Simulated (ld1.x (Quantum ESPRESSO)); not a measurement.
## cobalt (Co): from the effect back to the setting (TM)

Base potential:

ld1.x (Quantum ESPRESSO) 7.5 input, shortened:

```
&input
   title='Co', zed=27., rel=1, dft='PBESOL', iswitch=3,
   config='[Ar] 3d7 4s0 4p0'
 /
 &inputp
   pseudotype=2, tm=.true., lloc=-1, rcloc=2.10,
   nlcc=.false.
 /
3
4S  1  0   0.00   0.00  1.85  1.85  0.0
4P  2  1   0.00   0.00  2.40  2.40  0.0
3D  3  2   7.00   0.00  1.50  1.50  0.0
 &test
   configts(1)='3d7 4s0 4p0'
 /
```

Cutoffs, loose and tight: the cutoffs (Ry, on a coarse ladder) from which the occupation-weighted sum of valence levels, in a spherical-Bessel basis at the reference potential, stays within 10 and 1 mRy of its value at 400 Ry. They do not see the model core or the augmentation charge, which bear on the density cutoff. Test errors are all-electron minus pseudo excitation energies from the reference, over the configurations 3d7 4s2 4p0; 3d7 4s1 4p0; 3d6 4s0 4p0; 3d8 4s0 4p0; 3d7 4s1 4p1; 3d7 4s1.5 4p0; 3d7 4s0 4p2; variants that change the core or the reference have their own tests. The largest error is taken over the tests solved by every variant that gives reliable tests at all, those not shown here included: 3d6 4s0 4p0; 3d7 4s1 4p0; 3d7 4s1 4p1; 3d7 4s1.5 4p0; 3d7 4s2 4p0; 3d8 4s0 4p0.

Only the d radius is moved (1 further runs of the sweep failed or gave no value and are left out):

```tsv
d radius (bohr)	cutoff, loose	cutoff, tight	bound ghosts	largest test error (meV)
1.16	160 Ry	260 Ry	none	-258
1.38	140 Ry	230 Ry	none	-231
1.62	100 Ry	180 Ry	none	-186
1.8	90 Ry	160 Ry	none	+137
2.16	70 Ry	110 Ry	none	+135
```

One more run gave cutoff, loose: 70 Ry; cutoff, tight: 120 Ry; bound ghosts: none; largest test error (meV): +141. Which value of the d radius was used?

2.02 bohr. The tight cutoff moves one way along this sweep, from 260 Ry at 1.16 to 110 Ry at 2.16 bohr, which places the run between 1.8 and 2.16 bohr.
